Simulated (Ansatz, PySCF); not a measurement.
Pair of molecules: HBr (SMILES Br) (first 2 atoms) with Si2H6 (SMILES [SiH3][SiH3]); geometry from B3LYP-D3(BJ)/def2-TZVP.
(charge 0, multiplicity 1):
```xyz
10

Br    -0.499     0.266    -0.204
H      0.261    -0.571     0.667
Si     0.773    -1.009     3.724
Si    -0.755     0.767     3.823
H      2.068    -0.627     4.336
H      1.043    -1.401     2.313
H      0.242    -2.202     4.425
H     -0.988     1.117     5.245
H     -2.043     0.372     3.207
H     -0.213     1.951     3.117
```

Counterpoise-corrected where a basis set is named; no monomer relaxation.

The values were computed with Ansatz (a first-principles code); PySCF for the dispersion terms. Each number belongs to the level named beside it.

Question: One of these levels gives 0.9 kJ/mol for the interaction energy. Which?
A. BHLYP/def2-TZVPPD
B. PBE/def2-TZVPPD
C. PBE-D3(BJ)/def2-TZVPPD
D. r2SCAN-D3(BJ)/def2-TZVPPD

Answer: A, BHLYP/def2-TZVPPD. The others give -2.8 (PBE/def2-TZVPPD), -8.9 (PBE-D3(BJ)/def2-TZVPPD), -6.3 (r2SCAN-D3(BJ)/def2-TZVPPD)
